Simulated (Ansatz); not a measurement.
Cost and result for the atomization energy of `FC(I)CI` (8 atoms, 7 bonds).

Z-matrix (Å, degrees):
```
C
I 1 2.152
C 1 1.505 2 112.7
F 1 1.364 2 108.6 3 119.9
H 1 1.090 2 105.3 3 -123.7
I 3 2.125 1 112.1 2 -71.6
H 3 1.087 1 112.0 2 49.4
H 3 1.090 1 108.6 2 171.3
```

The species carries charge 0 and has multiplicity 1. Correlated methods include outer-core shells of I, which these sets cover unevenly. I: def2 effective core potential. The geometry is a stationary point of PBE0-D4/def2-TZVP. It is one conformer, not always the lowest. Program: Ansatz. All runs use 4 threads of a server CPU on a shared host. Times are those of one run each, without the atoms' runs, and a repeat can differ threefold. Electronic energies, without spin–orbit coupling; frozen cores. CCSD(T)/CBS adds CCSD(T) − MP2 in def2-TZVPP to the MP2 limit, and its time is that of the two runs behind it. T1 = 0.009. With those shells the extrapolation isn't a true limit. B3LYP takes the VWN-RPA correlation (the form of Gaussian; ORCA's B3LYP/G).

CCSD(T)/CBS is a level of theory with its own doubt, some kJ/mol a heavy atom from the limit and from the frozen cores, so smaller differences don't rank the functionals.

```tsv
level	functions	wall time	atomization (kcal/mol)	difference from CCSD(T)/CBS	per bond
PBE-D4/def2-TZVPP (with forces)	235	1.4 s	653.7	19.4	2.8
PBE0-D4/def2-TZVPP	235	1.9 s	635.6	1.3	0.2
r2SCAN-D4/def2-TZVPP (with forces)	235	2.6 s	632.1	-2.2	-0.3
B3LYP-D4/def2-TZVPP (with forces)	235	2.9 s	625.5	-8.8	-1.2
B2PLYP/def2-TZVPP	235	3.6 s	619.4	-14.9	-2.1
ωB97X-V/def2-TZVPP	235	4.2 s	628.3	-6.0	-0.8
ωB97M-V/def2-TZVPP (with forces)	235	6 s	626.6	-7.7	-1.1
MP2/def2-QZVPP	425	12 s	646.2	11.9	1.7
CCSD(T)/def2-TZVPP	235	81 s	612.9	-21.4	-3.0
CCSD(T)/CBS(def2)	–	93 s	634.3	0.0	0.0
```

From PBE to PBE0 (25 % exact exchange), in def2-TZVPP and without D4, the atomization energy moves by −17.2 kcal/mol: exact exchange takes away binding that semilocal exchange gives to molecules. The D4 term adds +9.6 kcal/mol with B3LYP and +5.0 kcal/mol with PBE0; it sums over pairs of atoms, weighted by their polarisabilities, and B3LYP, whose exchange is more repulsive, gets the larger term. In def2-TZVPP, CCSD(T) changes the Hartree–Fock value by +182.7 kcal/mol (the triples alone add +14.7 kcal/mol) and MP2 by +203.6 kcal/mol; breaking electron pairs costs correlation energy, which Hartree–Fock lacks.

Spin–orbit coupling would lower the free I atoms strongly, and the atomization energy with them, by more than many differences here.
